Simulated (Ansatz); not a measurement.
Ideal-gas functions of C2H4FSi (`[CH]=C[SiH2]F`) radical at 800 K and 1 bar, from an Ansatz frequency run at PBE0-D4/def2-TZVP.

Molar mass 75.14 g/mol, point group C1 (symmetry number 1), electronic degeneracy 2, moments of inertia 29.333, 149.799, 161.017 u Å². Harmonic wavenumbers (cm⁻¹, unscaled): 78, 212, 267, 526, 647, 680, 743, 853, 865, 868, 918, 958, 1153, 1654, 2239, 2265, 3034, 3238.

Use S(trans) = R[1.5 ln M + 2.5 ln T − 1.1517]; rotational temperatures θ = 24.2544 K / I; S(rot) = R[ln(√π/σ · √(T³/θAθBθC)) + 1.5]; for each mode x = 1.438777 ν̃/T, S = R[x/(eˣ − 1) − ln(1 − e⁻ˣ)] and H = RT x/(eˣ − 1); 1 cm⁻¹ = 0.0119627 kJ/mol; R = 8.31446 J/(mol·K).

Q: By hand: the entropy, in J/(mol·K).

A: Translation 183.2. Rotation: θ = 0.8269, 0.1619, 0.1506 K, giving 116.8. Vibration, mode by mode: 24.65, 16.38, 14.49, 9.08, 7.51, 7.14, 6.50, 5.53, 5.43, 5.41, 5.03, 4.75, 3.60, 1.77, 0.76, 0.73, 0.23, 0.17, in all 119.1. Electronic 5.8. Sum 424.9 J/(mol·K).

Q: By hand: H − E and G − E in kJ/mol, counted from the electronic energy.

A: Zero-point energy ½ × 21198 × 0.0119627 = 126.8; thermal vibration 48.6; translation, rotation and pV give 4 RT = 26.6. H − E = 202.0 kJ/mol, and G − E = 202.0 − 800 × 424.9/1000 = -137.9 kJ/mol.

Vibration gives 28 % of the entropy, 24.7 J/(mol·K) of it from the mode under 150 cm⁻¹: soft modes count most, and the harmonic formula is weakest for them. The sum counts one conformer and one mirror image; others add a mixing term.
